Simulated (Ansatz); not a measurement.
```yaml
atoms:
  - { symbol: Sc, position_ang: [0.0000, 0.0000, -0.4881] }
  - { symbol: O, position_ang: [0.0000, 0.0000, 1.2813] }
```

Basis set: cc-pVDZ (spherical functions). Frozen core: 6 orbitals. Charge 0, multiplicity 2.

Computed with Ansatz (development build ahead of 0.2.0); each method stands on the lowest determinant of its kind that the runs found.

Give the atomization energy at this shape (free ground-state atoms in the same class of orbitals less the molecule, no zero-point energy) of doublet ScO by UHF-MP2, UHF.

```tsv
method	atomization energy
UHF-MP2	7.26 eV
UHF	2.75 eV
```

Caution: a free atom is spin contaminated; the shape is not the minimum.
